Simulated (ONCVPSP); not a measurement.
u(r) = r·R(r): atom against pseudo-atom (Mn (Z = 25))

Columns: radius, all-electron u(r) and pseudo u(r) of the 3p shell (level -52.24 eV) of manganese in the configuration [Ne] 3s2 3p6 3d5.5 4s1.5; LDA (Perdew-Wang 92), scalar-relativistic, ONCV scheme, ONCVPSP 4.0.1.

```csv
r (bohr),all-electron,pseudo
0.082,-0.4268,0.0333
0.165,-0.5794,0.1303
0.248,-0.3193,0.2777
0.330,0.0879,0.4541
0.413,0.4825,0.6419
0.495,0.7844,0.8155
0.578,0.9855,0.9606
0.660,1.0920,1.0611
0.742,1.1272,1.1139
0.825,1.1106,1.1197
0.908,1.0596,1.0847
0.990,0.9889,1.0199
1.072,0.9076,0.9358
1.155,0.8216,0.8414
1.238,0.7363,0.7465
1.320,0.6557,0.6588
1.402,0.5804,0.5806
1.485,0.5104,0.5103
1.568,0.4469,0.4468
1.650,0.3907,0.3906
1.733,0.3399,0.3399
1.815,0.2956,0.2956
1.898,0.2561,0.2561
1.980,0.2219,0.2218
2.062,0.1919,0.1919
2.145,0.1655,0.1655
```

How many radial nodes do the two functions have?

The all-electron 3p function has n − l − 1 = 1; the pseudo-wave has 0, since the states of the same l below it are removed with the core.

At about which radius was the pseudo-wave matched?

1.45 bohr, where the columns begin to agree (steps of 0.08 bohr).

Is the pseudo-wave norm-conserving?

Yes: the ONCV scheme keeps the norm inside the radius equal to the all-electron one, which fixes the energy derivative of the logarithmic derivative at the level.
